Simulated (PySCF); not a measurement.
NICS in isomers of C8H6FN.

NICS is the negative of the GIAO shielding at a point without a nucleus: at the ring centre (0) and 1 Å above and below it (1); zz is the component along the ring normal. Level: GIAO PBE0/pcSseg-1 (PySCF, non-relativistic, gas phase) on the GFN2-xTB geometries, one conformer each. Atom numbers follow the mapped SMILES.

**Question.** Order these rings by mean NICS(1)zz, lowest (most negative) first (ppm).
A. ring C2–C3–C4–C5–N10 in `[F:1][c:2]1[cH:3][cH:4][c:5]2[cH:6][cH:7][cH:8][cH:9][n:10]12`
B. ring C3–C4–C6–C7–C8–C9 in `[CH:1]#[C:2][c:3]1[c:4]([NH2:5])[cH:6][cH:7][cH:8][c:9]1[F:10]`
C. ring C4–C5–C6–C7–C8–C9 in `[N:1]#[C:2][CH2:3][c:4]1[cH:5][cH:6][cH:7][cH:8][c:9]1[F:10]`

**Answer.** A (-38.4), C (-27.5), B (-21.2).

| SMILES | ring | NICS(0) | NICS(1) | NICS(1)zz | HOMA | rms pucker (Å) | ring atoms with four or more neighbours |
| --- | --- | --- | --- | --- | --- | --- | --- |
| Fc1ccc2ccccn12 | 5-membered ring with N; formal bonds all aromatic | -19.3 | -14.6 | -38.4 | 0.89 | 0.00 | 0 |
| N#CCc1ccccc1F | 6-membered carbocycle; formal bonds all aromatic | -10.2 | -11.3 | -27.5 | 1.00 | 0.00 | 0 |
| C#Cc1c(N)cccc1F | 6-membered carbocycle; formal bonds all aromatic | -9.3 | -9.6 | -21.2 | 0.97 | 0.00 | 0 |

NICS(0) gives the same order. The isotropic NICS(1) gives the same order. HOMA uses Krygowski's 1993 parameters. NICS(1) and NICS(1)zz are means over the two faces.
